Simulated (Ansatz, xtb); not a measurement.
**A geometry optimisation of CHBFSi with r2SCAN-D4/def2-SVP**

The starting geometry of this gas-phase doublet was built from a drawn formula by distance geometry and a force field; its bonds are those of `F[C@@H]1B=[Si]1`.

```yaml
atoms:
  - { symbol: C, position_ang: [-0.8950, 1.3540, -0.3604] }
  - { symbol: B, position_ang: [0.5586, 0.8718, -0.5709] }
  - { symbol: F, position_ang: [-1.9750, 0.9322, -1.1349] }
  - { symbol: Si, position_ang: [-0.2722, -0.0565, 0.7140] }
  - { symbol: H, position_ang: [-1.2253, 2.1892, 0.2631] }
```

Problem. Predict what becomes of its bonds when it is optimised with r2SCAN-D4/def2-SVP.

Solution. A bond breaks, giving a structure given below by its coordinates. Contacts that open: C1–Si4 (1.88 → 3.33 Å).

The energy falls by 1.53 eV over 13 steps:

```tsv
step	E − E(last) (eV)
1	1.535
2	0.992
4	0.478
5	0.334
6	0.234
8	0.101
9	0.034
10	0.017
12	0.000
13	0.000
```

Final geometry (Å):

```xyz
5

C    -1.1639    1.5447   -0.4761
B    -0.3020    0.5151    0.0801
F    -1.9671    1.3666   -1.5224
Si    0.8572   -0.7065    0.9116
H    -1.2331    2.5708   -0.0823
```

From the same start GFN2-xTB reaches the same bonding as this run.

No frequencies were run, so the end isn't proven a minimum. Open shells are spin-unrestricted. Run with Ansatz 0.2.0, 49 s on 1 thread of Intel(R) Xeon(R) 6975P-C (Granite Rapids), on a shared host.
